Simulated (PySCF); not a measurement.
**Dipole response of Cu⁺ (copper, charge +1)**

[Ar] 3d10, closed-shell 1S. Calculation: PySCF 2.14, in x2c-TZVPPall with one added diffuse shell each of s, p, d, f type (7s6p5d3f1g, 80 functions); the spin-free X2C one-electron Hamiltonian (Gaussian nucleus). Coupled (time-dependent) response in atomic units; α is the mean over directions.

```csv
method,mean α (bohr³),C₆ (like pair),S(−4)
UHF,5.231,16.93,18.04
PBE,7.904,26.73,59.84
PBE0,6.932,23.21,40.47
revPBE,7.984,26.95,62.23
PBEsol,7.951,27.05,59.25
```

S(−4) is the Cauchy moment in α(ω) = α(0) + S(−4) ω² + …

α(iu) at UHF:

```csv
u (hartree),α(iu) (bohr³)
0,5.231
0.0500,5.187
0.100,5.061
0.200,4.648
0.300,4.165
0.500,3.341
0.750,2.640
1.00,2.158
1.50,1.530
2.00,1.147
3.00,0.7284
5.00,0.3794
```

For an ion, C₆ is the dispersion term alone; charge-induced terms of lower order in 1/R come first.
